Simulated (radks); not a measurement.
N+, 6 electrons, occupied as 1s1 2s2 2p2 3d1 (not the ground configuration). Method: non-relativistic Kohn-Sham, PW91, spin-polarised, spherical densities, point nucleus; open shells are filled with parallel spins first; computed with a radial shooting solver on a logarithmic mesh with Libxc functionals.

Unscreened Slater integrals over Kohn-Sham orbitals (eV). They are taken over the spin-up orbitals.

| integral | value |
|---|---|
| F0(3d,3d) | 5.2288 |
| F2(3d,3d) | 2.6394 |
| F4(3d,3d) | 1.6968 |
| F0(3d,2p) | 6.9459 |
| F2(3d,2p) | 0.92067 |
| G1(3d,2p) | 0.51711 |
| G3(3d,2p) | 0.28975 |
| F0(3d,2s) | 6.9400 |
| G2(3d,2s) | 0.42201 |
| F0(3d,1s) | 6.9914 |
| G2(3d,1s) | 0.0026833 |
| F0(2p,2p) | 25.351 |
| F2(2p,2p) | 11.771 |
| F0(2p,2s) | 23.949 |
| G1(2p,2s) | 14.204 |
| F0(2p,1s) | 35.370 |
| G1(2p,1s) | 5.1087 |
| F0(2s,2s) | 23.022 |
| F0(2s,1s) | 32.419 |
| G0(2s,1s) | 2.6823 |
| F0(1s,1s) | 117.21 |

Derived for the open shells (J is the average intra-shell exchange parameter used in DFT+U). 2p: J = F2/5 = 2.354 eV; in LS coupling 1D lies 6 F2/25 = 2.825 eV above 3P. 3d: Racah B = F2/49 - 5 F4/441 = 0.03463 eV, C = 35 F4/441 = 0.1347 eV, C/B = 3.89, F4/F2 = 0.643, J = (F2 + F4)/14 = 0.3097 eV.
